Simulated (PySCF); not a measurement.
octafluorocyclopentene (C₅F₈), SMILES C1(=C(C(C(C1(F)F)(F)F)(F)F)F)F. Atoms are numbered in the order given.

```xyz
13

F      0.1046    -2.2601    -1.4648
C      0.0368    -1.2154    -0.6691
C      0.0368    -1.2154     0.6691
F      0.1046    -2.2601     1.4648
C     -0.1020     0.1690     1.2355
F      0.7615     0.4005     2.2407
F     -1.3505     0.3986     1.7022
C      0.1884     1.0767     0.0000
F      1.4887     1.4154     0.0000
F     -0.5587     2.1842     0.0000
C     -0.1020     0.1690    -1.2355
F      0.7615     0.4005    -2.2407
F     -1.3505     0.3986    -1.7022
```
Charge 0, spin multiplicity 1.

Geometry: B3LYP-D3(BJ)/def2-SVP. The values are those of a single conformer.

The numbers are results of ωB97X/def2-SVP (PySCF), not measurements.

Symmetry labels are those of the subgroup Cs that the program uses (full group Cs).

Task: List the valence orbital energies around the gap with their symmetry. (Estimate from the structure and the level; the computed values follow.)

Result: 
```tsv
orbital	symmetry	energy (eV)
HOMO−7	A'	-15.33
HOMO−6	A'	-15.30
HOMO−5	A"	-14.98
HOMO−4	A"	-14.88
HOMO−3	A'	-14.87
HOMO−2	A'	-13.38
HOMO−1	A"	-12.59
HOMO	A'	-11.35
LUMO	A"	0.87
LUMO+1	A'	2.93
LUMO+2	A'	3.48
LUMO+3	A'	5.16
```
